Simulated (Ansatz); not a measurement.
Ansatz (an electronic-structure program) input:

Ansatz 0.2 input:
```yaml
crystal:
  periodic: [false, false, false]
  atoms:
    - {symbol: C, position_ang: [1.96980224, -0.23372277, 0.06472210]}
    - {symbol: Ge, position_ang: [0.08641365, 0.12558547, 0.11976467]}
    - {symbol: O, position_ang: [-0.71379875, -1.26554231, -1.11623415]}
    - {symbol: O, position_ang: [-0.45799524, 1.52810602, -0.74710800]}
    - {symbol: O, position_ang: [-0.98626021, -0.30509347, 1.42782877]}
    - {symbol: H, position_ang: [2.32813127, -0.02882381, -0.94318601]}
    - {symbol: H, position_ang: [2.47155159, 0.42927592, 0.76894854]}
    - {symbol: H, position_ang: [2.15360493, -1.27268786, 0.33068137]}
    - {symbol: H, position_ang: [-1.42306238, -1.80249233, -0.72427934]}
    - {symbol: H, position_ang: [-1.27571292, 1.93947044, -0.43553513]}
    - {symbol: H, position_ang: [-0.59651159, -0.55526528, 2.27506857]}
    - {symbol: H, position_ang: [-0.97761757, -0.98563725, -2.00839327]}
basis:
  gaussian:
    orbitals: aug-cc-pVDZ
total_charge: 1
magnetization: {spin_polarized: false}
correlation: {method: ccsd_t, electrons: outside_noble_gas}
output: {forces: true}
```

Q: Which total energy does the run end on?

A: -2342.67666 Eh (CCSD(T)/aug-cc-pVDZ). The basis has 191 functions. The run takes around 30 core-minutes (rough).

It need not be the lowest isomer of its formula.
